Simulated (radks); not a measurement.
Question: The nitrogen anion N-, [He] 2s2 2p4, held by a Watson sphere: a shell of charge +1 at radius R that stands for the Madelung well of a crystal (potential energy -1/R inside, -1/r outside, in hartree with lengths in bohr). Calculated with a radial shooting solver on a logarithmic mesh with Libxc functionals: scalar-relativistic Kohn-Sham, r2SCAN, spin-polarised, spherical densities, finite nucleus; open shells are filled with parallel spins first; meta-GGA in the generalised Kohn-Sham scheme; Fermi nuclear charge, rms radius of each element as measured or else 0.836 A^(1/3) + 0.57 fm.

R (bohr)  e(2s down) (eV)  e(2p up) (eV)  e(2p down) (eV)  <r> 2p (bohr)  sum of <r^2> (bohr^2)  X-ray form factor at sin(theta)/lambda = 0.2 1/angstrom
1.71              -17.910         -8.928           -5.651          1.659                  16.81                                                    4.898
1.94              -17.311         -8.430           -5.230          1.715                  17.64                                                    4.829
2.44              -16.137         -7.426           -4.336          1.834                  19.25                                                    4.727
2.49              -16.031         -7.333           -4.251          1.846                  19.40                                                    4.720
3.56              -14.217         -5.729           -2.713          2.121                  22.33                                                    4.639

Estimate the row for R = 3.28 bohr.

Answer: e(2s down) (eV) -14.614; e(2p up) (eV) -6.080; e(2p down) (eV) -3.061; <r> 2p (bohr) 2.044; sum of <r^2> (bohr^2) 21.59; X-ray form factor at sin(theta)/lambda = 0.2 1/angstrom 4.650.
